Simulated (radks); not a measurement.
Species: F V. Configuration: 1s1.5 2s2 2p1.5 (fractional occupations, a model configuration). Method: scalar-relativistic Kohn-Sham, BLYP, spin-polarised, spherical densities, point nucleus; open shells are filled with parallel spins first; computed with a radial shooting solver on a logarithmic mesh with Libxc functionals.

Radial electron density D(r) = 4 pi r^2 rho(r):

r (bohr),D(r) (e/bohr),spin D(r)
0.008237,0.2733,0.0838
0.01006,0.3941,0.121
0.01229,0.5642,0.173
0.01501,0.8006,0.246
0.01819,1.109,0.340
0.02221,1.537,0.472
0.02713,2.095,0.644
0.03314,2.802,0.861
0.04015,3.620,1.11
0.04904,4.595,1.42
0.0599,5.630,1.74
0.07258,6.571,2.05
0.08864,7.333,2.31
0.1083,7.686,2.46
0.1322,7.472,2.47
0.1602,6.702,2.33
0.1957,5.473,2.09
0.239,4.179,1.86
0.292,3.284,1.73
0.3538,3.100,1.77
0.4321,3.575,1.91
0.5278,4.282,2.02
0.6446,4.581,1.92
0.781,4.112,1.58
0.954,2.959,1.06
1.165,1.651,0.566
1.412,0.7152,0.238
1.724,0.2144,0.0706
2.106,0.04296,0.0143
2.572,0.005192,0.00179

D(r) has 2 maxima, at r = 0.112, 0.634 bohr, and minima at 0.337 bohr, inside which lie 1.63 electrons.
